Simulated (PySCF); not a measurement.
Run record: geometry optimisation, `O([SiH2]N)[SiH](O[SiH3])O[SiH3]`.

Computed with PBE0-D3(BJ)/def2-SVP geometry optimisation, gas phase (PySCF 2.14.0). Start geometry: GFN2-xTB. The input is one job of a driver script: a line of settings, then coordinates in Å.

Command:
```bash
OMP_NUM_THREADS=1 python probes_run.py task.json out
```

Input:
```
{"job": {"xc": "PBE0", "basis": "def2-SVP", "d3": "d3bj", "grid": 1, "kind": "geom"}, "charge": 0, "multiplicity": 1}
N      2.080815     0.714293     0.722567
Si     2.329023    -0.443900    -0.525148
O      1.036976    -0.423507    -1.513759
Si    -0.567485    -0.358099    -1.532767
O     -1.193760    -1.490581    -0.570568
Si    -1.395812    -1.942432     0.971940
O     -1.055084     1.102329    -1.041983
Si    -1.433186     2.072756     0.194327
H      1.567581     1.552150     0.497668
H      2.818084     0.915874     1.376394
H      2.439959    -1.743820     0.135153
H      3.402651    -0.182468    -1.488373
H     -1.031468    -0.581385    -2.878414
H     -1.557132    -3.390435     0.851029
H     -0.241246    -1.579884     1.796110
H     -2.603042    -1.276020     1.470086
H     -2.878180     2.284078     0.110628
H     -1.057938     1.482007     1.481648
H     -0.670561     3.298294    -0.063999
```

Output:
```
step   0  E = -1443.90200488  max force = 0.015108
step   1  E = -1443.91549363  max force = 0.004710
step   2  E = -1443.91648512  max force = 0.002313
step   3  E = -1443.91776024  max force = 0.005027
step   4  E = -1443.91839619  max force = 0.004783
step   5  E = -1443.91948715  max force = 0.003466
step   6  E = -1443.91990135  max force = 0.003144
step   7  E = -1443.92025323  max force = 0.002901
step   8  E = -1443.92067817  max force = 0.003203
step   9  E = -1443.92105874  max force = 0.002216
step  10  E = -1443.92140257  max force = 0.001341
step  11  E = -1443.92158699  max force = 0.001491
step  12  E = -1443.92167282  max force = 0.000782
step  13  E = -1443.92173583  max force = 0.001132
step  14  E = -1443.92176636  max force = 0.001243
step  15  E = -1443.92180663  max force = 0.000737
step  16  E = -1443.92182750  max force = 0.000527
step  17  E = -1443.92185005  max force = 0.000558
step  18  E = -1443.92187601  max force = 0.000735
step  19  E = -1443.92189858  max force = 0.000630
step  20  E = -1443.92191076  max force = 0.000305
optimisation converged
```

Energies in Eh; «max force» is the largest Cartesian gradient component in Eh/bohr.

Task: How much energy does the optimisation release, in eV?

Result: E(step 0) − E(last step) = 0.019906 Eh, which is 0.542 eV.

Task: Give the first gradient maximum in eV/Å.

Result: With 1 Eh/bohr = 51.422 eV/Å, 0.777 eV/Å.

In short: final energy -1443.92191 Eh after 20 steps; dipole 2.43 D.

Task: Give the final coordinates.

Result: 0.540 Å rms from the input after alignment:
```
atom  x, y, z in Å
N1     1.7408    0.6805    0.7732
Si2    2.2584   -0.2624   -0.5681
O3     1.0228   -0.5811   -1.6447
Si4   -0.6192   -0.5303   -1.6103
O5    -1.1886   -1.5431   -0.4422
Si6   -1.2521   -2.0016    1.1450
O7    -1.1395    1.0002   -1.2944
Si8   -1.2623    2.1638   -0.1218
H9     1.7872    1.6909    0.8002
H10    1.4749    0.2771    1.6623
H11    2.7578   -1.5663   -0.0523
H12    3.2969    0.4854   -1.3246
H13   -1.1489   -0.9569   -2.9147
H14   -1.6192   -3.4432    1.2191
H15    0.0810   -1.8059    1.7974
H16   -2.2645   -1.1884    1.8804
H17   -2.5003    2.9524   -0.3780
H18   -1.3451    1.5517    1.2390
H19   -0.0892    3.0874   -0.1707
```

Rough CPU time on one thread of a shared machine: about 16 min.
Labels such as C1 count atoms from 1, the log's own numbers from 0.
